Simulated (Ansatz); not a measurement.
Reaction: H3SiO2 (SMILES [O][SiH2]O, doublet) → H3SiO2 (SMILES O[SiH]O, doublet)
Each species at its own B3LYP-D3(BJ)/def2-TZVP minimum (Ansatz, a quantum-chemistry and plane-wave program), one conformer.

Total energies in hartree (Ansatz). UHF or UKS for unpaired electrons; spin-orbit terms are left out. Cores are frozen in correlated methods. No relativity.

| species | HF/cc-pV(T+d)Z | CCSD(T)/cc-pV(T+d)Z | HF/cc-pV(Q+d)Z | CCSD(T)/cc-pV(Q+d)Z | CCSD(T)/cc-pV(D+d)Z | CCSDT(Q)/cc-pV(D+d)Z |
|---|---|---|---|---|---|---|
| 1: H3SiO2 (SMILES [SiH2]([O])O, doublet) | -440.52457 | -441.12324 | -440.54170 | -441.18466 | -440.91574 | -440.91777 |
| 2: H3SiO2 (SMILES [SiH](O)O, doublet) | -440.54017 | -441.16238 | -440.55816 | -441.22564 | -440.94762 | -440.94965 |

Q: Work out the isomerisation energy (electronic) in kcal/mol: take Hartree-Fock from cc-pV(Q+d)Z, extrapolate the CCSD(T) correlation energy as X^-3 (X = 3, 4), and add CCSDT(Q) - CCSD(T) in cc-pV(D+d)Z. 1 hartree = 627.51 kcal/mol.

A: 
Species 1: correlation (64·(-0.64296) - 27·(-0.59867))/37 = -0.67528; step -0.00203; E1 = -440.54170 + (-0.67528) + (-0.00203) = -441.21901
Species 2: correlation (64·(-0.66748) - 27·(-0.62221))/37 = -0.70051; step -0.00203; E2 = -440.55816 + (-0.70051) + (-0.00203) = -441.26070
-1·E1 +1·E2 = -0.04169 hartree = -26.2 kcal/mol.
